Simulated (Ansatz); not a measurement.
`[SeH]C1N[SiH2]1` + `FBF` → `FB(F)[SeH]` + `C1N[SiH2]1`  (formal exchange of groups at the Se–C bond)

Program: Ansatz. Geometries: PBE0-D4/def2-TZVP. ΔE: electronic, gas phase. CCSD(T)/CBS is the MP2 limit (def2-TZVPP, def2-QZVPP) plus CCSD(T) − MP2 in def2-TZVPP, frozen cores. This one scheme is used for every species. DFT in def2-TZVPP. B3LYP here is the variant with VWN-RPA as its local correlation; programs differ in this. HSE06 is defined as in plane-wave codes. For Se outer-core shells are correlated without core-valence functions, which leaves a few kJ/mol of doubt a bond. Scalar relativity is left out up to krypton. Each species was taken in one conformer, which may not be the lowest.

```csv
level,ΔE (kJ/mol),difference from CCSD(T)/CBS
BLYP-D4,-80.4,4.4
B97M-V,-95.9,-11.1
r2SCANh-D4,-93.3,-8.5
HSE06-D4,-89.0,-4.2
B2PLYP,-85.4,-0.6
PBE-QIDH,-88.4,-3.6
BLYP,-86.2,-1.4
PBE0,-91.9,-7.1
B3LYP,-88.1,-3.3
r2SCANh,-94.2,-9.4
HSE06,-91.7,-6.9
MP2/def2-TZVPP,-81.4,3.4
HF/def2-QZVPP,-86.4,-1.6
SCS-MP2/def2-QZVPP,-79.9,4.9
MP2/CBS(def2),-81.2,3.6
CCSD/CBS(def2),-86.0,-1.2
CCSD(T)/CBS,-84.8,0
```

Largest T1 diagnostic among the species: 0.013.

The D4 term adds +5.0 kJ/mol with B3LYP and +2.8 kJ/mol with PBE0; it sums over pairs of atoms, weighted by their polarisabilities, and B3LYP, whose exchange is more repulsive, gets the larger term. At CCSD(T), def2-SVP lies −4.1 kJ/mol from the extrapolated value and def2-TZVPP −0.3 kJ/mol.

CCSD(T)/CBS has its own doubt, a few kJ/mol and more with outer-core shells, so smaller differences from it don't rank the levels.
